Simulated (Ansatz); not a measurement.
Reaction (formal exchange of groups at the Se–C bond): `CSC[SeH]` + `[Cl][GeH3]` → `[Cl][GeH2][SeH]` + `CSC`

Isolated molecules relaxed with PBE0-D4/def2-TZVP in Ansatz; ΔE leaves out vibrations. CCSD(T)/CBS adds triple-zeta CCSD(T) − MP2 to the extrapolated MP2 energy (def2 sets, frozen cores). DFT in def2-TZVPP. For Ge, Se outer-core shells are correlated without core-valence functions, which leaves a few kJ/mol of doubt a bond. Scalar relativity is left out up to krypton. Each species was taken in one conformer, which may not be the lowest.

```json
{"level": "PBE-D4", "ΔE (kJ/mol)": "-95.5", "difference from CCSD(T)/CBS": "1.7"}
{"level": "r2SCAN-D4", "ΔE (kJ/mol)": "-100.1", "difference from CCSD(T)/CBS": "-2.9"}
{"level": "B2PLYP", "ΔE (kJ/mol)": "-99.9", "difference from CCSD(T)/CBS": "-2.7"}
{"level": "PBE", "ΔE (kJ/mol)": "-97.7", "difference from CCSD(T)/CBS": "-0.5"}
{"level": "HF/def2-TZVPP", "ΔE (kJ/mol)": "-111.0", "difference from CCSD(T)/CBS": "-13.8"}
{"level": "MP2/def2-TZVPP", "ΔE (kJ/mol)": "-96.2", "difference from CCSD(T)/CBS": "1.0"}
{"level": "CCSD/def2-TZVPP", "ΔE (kJ/mol)": "-98.3", "difference from CCSD(T)/CBS": "-1.1"}
{"level": "CCSD(T)/def2-TZVPP", "ΔE (kJ/mol)": "-95.7", "difference from CCSD(T)/CBS": "1.5"}
{"level": "HF/CBS(def2)", "ΔE (kJ/mol)": "-110.2", "difference from CCSD(T)/CBS": "-13.0"}
{"level": "CCSD/CBS(def2)", "ΔE (kJ/mol)": "-99.8", "difference from CCSD(T)/CBS": "-2.6"}
{"level": "CCSD(T)/CBS", "ΔE (kJ/mol)": "-97.2", "difference from CCSD(T)/CBS": "0"}
```

Largest T1 diagnostic among the species: 0.010.

The D4 term adds +3.5 kJ/mol with B3LYP and +1.9 kJ/mol with PBE0; it sums over pairs of atoms, weighted by their polarisabilities, and B3LYP, whose exchange is more repulsive, gets the larger term. In def2-TZVPP, CCSD(T) changes the Hartree–Fock value by +15.3 kJ/mol (the triples alone add +2.6 kJ/mol) and MP2 by +14.7 kJ/mol.

B3LYP here is the variant with VWN-RPA as its local correlation; programs differ in this.
